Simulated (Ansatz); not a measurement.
A nudged elastic band was laid between two geometries of BClF2 + H2 (6 atoms, charge 0, multiplicity 1).

Method: RHF/def2-SVP in Ansatz.

```yaml
movable_images: 8
climbing_image: no
spring: 5.0 eV/Å²
optimiser: quadratic models (default)
start_path: through a guess of the saddle point
force_threshold: 0.05 eV/Å
iteration_limit: 60
end_points: relaxed
```

First end point:

```xyz
6
Properties=species:S:1:pos:R:3
B -0.041 0.553 -0.074
F -0.040 0.887 1.179
F 1.080 0.239 -0.646
Cl -1.534 0.533 -0.985
H -0.169 -2.537 0.868
H -0.105 -2.180 1.522
```

Last end point:

```xyz
6
Properties=species:S:1:pos:R:3
B -0.269 -0.637 -0.543
F -0.185 -0.343 2.160
F 0.968 -0.267 -0.311
Cl -1.416 0.583 -1.064
H -0.576 -1.780 -0.463
H 0.670 -0.062 2.086
```

(1) What changes between the two ends?

(2) Give the energies along the band, and the barrier.

(3) What is the geometry of the highest image?

Results:

(1) Bonds broken: B1–F2, H5–H6. Bonds formed: B1–H5, F2–H6. BClF2 + H2 becomes BClFH + FH.

(2) It converged. The highest image is number 4 of 0 to 9, 260.3 kJ/mol above the first end and 152.4 kJ/mol above the last; the last end lies 107.9 kJ/mol above the first. Neighbouring images differ by up to 1.5 eV, so the band resolves the path poorly. No image climbed, so the highest image needn't sit at the top of the path. The orbitals stay closed-shell, which can raise the energy where a bond breaks towards radicals; this wasn't checked here.

```csv
image,path coordinate (Å),energy (kJ/mol),B1–F2 (Å),H5–H6 (Å),B1–H5 (Å)
0,0.00,0.0,1.30,0.75,3.23
1,0.58,2.7,1.30,0.75,2.72
2,1.17,22.1,1.30,0.74,2.20
3,1.75,118.6,1.36,0.78,1.64
4,2.33,260.3,1.61,1.16,1.30
5,2.91,148.1,2.12,1.70,1.20
6,3.49,118.6,2.46,2.33,1.19
7,4.07,113.1,2.62,2.97,1.19
8,4.66,110.4,2.64,3.25,1.19
9,5.24,107.9,2.72,3.32,1.19
```

(3) 
```xyz
6
Properties=species:S:1:pos:R:3:forces:R:3
B -0.063 -0.324 -0.036 -0.03 -0.78 -0.84
F -0.061 0.072 1.523 -0.02 -0.46 0.67
F 1.116 0.011 -0.510 -0.02 0.16 -0.16
Cl -1.567 0.241 -0.784 0.00 0.15 -0.15
H -0.131 -1.563 0.347 0.03 0.14 -0.62
H -0.103 -0.943 1.325 0.04 0.78 1.10
```

Run time: 3.8 min on 1 thread of Arm Neoverse V2, on a shared host, peak memory 0.12 GiB.
